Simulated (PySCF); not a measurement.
Job file and geometry (Å, from GFN2-xTB) of an NMR shielding run on `C=CO/C(C)=C\BBC`, C₆H₁₂B₂O, GIAO PBE0/pcSseg-1 NMR shielding, non-relativistic, gas phase in PySCF 2.14.0, density-fitted response routines; density fitting, a coarse starting grid and PySCF grid level 2 are the driver's defaults:

```
$ OMP_NUM_THREADS=1 python probes_run.py task.json out

{"job": {"kind": "nmr", "xc": "PBE0", "basis": "pcSseg-1"}, "charge": 0, "multiplicity": 1}
C     -1.448782    -2.016414    -0.313733
C     -1.279766    -0.826268     0.237908
O     -0.374642     0.075510    -0.232015
C     -0.418823     1.413210     0.097266
C     -1.681050     1.953112     0.692923
C      0.689446     2.101588    -0.213496
B      1.817416     1.230467    -0.822335
B      1.247991    -0.329607    -0.845206
C      1.830363    -1.358287     0.267319
H     -0.878259    -2.322125    -1.171019
H     -2.153849    -2.714630     0.096149
H     -1.846598    -0.516754     1.107365
H     -2.555795     1.601134     0.144887
H     -1.786166     1.656594     1.738132
H     -1.658557     3.038531     0.655208
H      0.699528     3.165538    -0.025808
H      2.831042     1.725696    -1.141951
H      0.975772    -0.865535    -1.870685
H      2.818435    -1.689658    -0.043291
H      1.218660    -2.251036     0.393037
H      1.944713    -0.899420     1.248872
```

Question: What does the program print?

Answer: 
```
coarse grid: 17216 points
cycle   1  E = -360.0265814568  dE =  1.217e+00  |g| = 6.747e-01  |ddm| = 4.034e+00
cycle   2  E = -359.8999607795  dE =  1.266e-01  |g| = 9.892e-01  |ddm| = 1.573e+00
cycle   3  E = -360.1442910978  dE = -2.443e-01  |g| = 1.907e-01  |ddm| = 9.903e-01
cycle   4  E = -360.1526783044  dE = -8.387e-03  |g| = 6.547e-02  |ddm| = 2.252e-01
cycle   5  E = -360.1535045232  dE = -8.262e-04  |g| = 2.446e-02  |ddm| = 6.356e-02
cycle   6  E = -360.1536189060  dE = -1.144e-04  |g| = 4.448e-03  |ddm| = 1.774e-02
cycle   7  E = -360.1536229988  dE = -4.093e-06  |g| = 1.556e-03  |ddm| = 4.807e-03
final grid: 165336 points
cycle   8  E = -360.2166702465  dE = -7.145e-05  |g| = 1.346e-02  |ddm| = 5.458e-02
cycle   9  E = -360.2166388823  dE =  3.136e-05  |g| = 1.913e-02  |ddm| = 2.125e-02
cycle  10  E = -360.2167075413  dE = -6.866e-05  |g| = 2.728e-03  |ddm| = 1.188e-02
cycle  11  E = -360.2167092399  dE = -1.699e-06  |g| = 5.280e-04  |ddm| = 2.860e-03
cycle  12  E = -360.2167092988  dE = -5.897e-08  |g| = 2.383e-04  |ddm| = 6.786e-04
cycle  13  E = -360.2167093129  dE = -1.409e-08  |g| = 4.979e-05  |ddm| = 2.286e-04
cycle  14  E = -360.2167093135  dE = -5.349e-10  |g| = 1.633e-05  |ddm| = 5.409e-05
converged SCF energy = -360.2167093135

GIAO shielding tensors (ppm)
atom      isotropic    diamagn.    paramagn.     s11        s22        s33       span
  0 C       75.992     256.934    -180.941    -30.615     89.866    168.727    199.342
  1 C       40.069     254.885    -214.817    -68.340     81.516    107.031    175.371
  2 O      129.080     409.683    -280.603     79.985    104.048    203.206    123.221
  3 C        9.013     257.312    -248.299    -95.483     44.792     77.730    173.212
  4 C      166.041     248.490     -82.449    156.198    159.049    182.875     26.676
  5 C       55.523     258.152    -202.629    -59.867     73.062    153.373    213.241
  6 B       10.523     195.492    -184.969   -114.273      9.172    136.669    250.941
  7 B       73.221     190.922    -117.701     27.862     65.421    126.380     98.517
  8 C      183.432     250.637     -67.205    165.881    182.852    201.562     35.681
  9 H       26.189      32.624      -6.435     22.774     24.899     30.895      8.121
 10 H       26.416      29.294      -2.878     24.253     26.098     28.898      4.645
 11 H       25.061      33.237      -8.176     21.022     24.533     29.629      8.608
 12 H       29.544      29.034       0.509     25.007     28.843     34.781      9.774
 13 H       29.336      29.555      -0.220     25.376     27.804     34.826      9.450
 14 H       29.026      28.284       0.743     24.347     27.894     34.837     10.490
 15 H       24.770      32.632      -7.863     21.552     24.107     28.651      7.099
 16 H       22.985      31.080      -8.095     14.341     26.659     27.955     13.614
 17 H       26.539      32.000      -5.461     22.774     24.976     31.867      9.093
 18 H       31.647      29.958       1.688     27.221     28.106     39.612     12.390
 19 H       31.082      32.801      -1.718     26.731     30.912     35.604      8.873
 20 H       32.065      32.652      -0.587     28.393     30.773     37.028      8.635
```

Size and cost of the density-fitted run: 213 basis functions, 72 s wall time on 1 thread of an Arm Neoverse N1, shared host; peak memory 0.97 GiB.
